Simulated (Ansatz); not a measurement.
C₂H₃BBrF (`B/C(Br)=C\F`). Total charge 0; spin multiplicity 1. The structure was optimised at the PBE0-D4/def2-TZVP level.

```xyz
8

B    -1.227    0.390   -0.353
C     0.197    0.339    0.198
Br    0.965    1.860    1.041
C     0.996   -0.733    0.139
F     0.608   -1.866   -0.415
H    -1.671   -0.587   -0.874
H    -1.877    1.385   -0.261
H     2.009   -0.788    0.525
```

(1) What is the dipole moment at PBE/def2-TZVPP? (Best estimate.)

(2) And with r2SCAN, B3LYP, ωB97M-V? (Best estimate.)

(3) Give the Mulliken charges with PBE, B3LYP, ωB97M-V in def2-TZVPP. (Estimate.)

Answers

(1) Ansatz gave: 1.26 D, with components (0.95, -0.82, 0.09) D in this frame, pointing from negative to positive charge.

(2) Ansatz gave: r2SCAN 1.23 D, B3LYP 1.14 D, ωB97M-V 1.16 D.

(3) Computed: 
| atom | PBE | B3LYP | ωB97M-V |
| --- | --- | --- | --- |
| B1 | -0.09 | -0.10 | -0.19 |
| C2 | -0.03 | -0.07 | -0.08 |
| Br3 | -0.07 | -0.07 | -0.05 |
| C4 | 0.12 | 0.16 | 0.16 |
| F5 | -0.11 | -0.16 | -0.15 |
| H6 | 0.03 | 0.05 | 0.09 |
| H7 | 0.03 | 0.05 | 0.09 |
| H8 | 0.12 | 0.14 | 0.13 |

B3LYP here is the variant with VWN-RPA as its local correlation; programs differ in this.
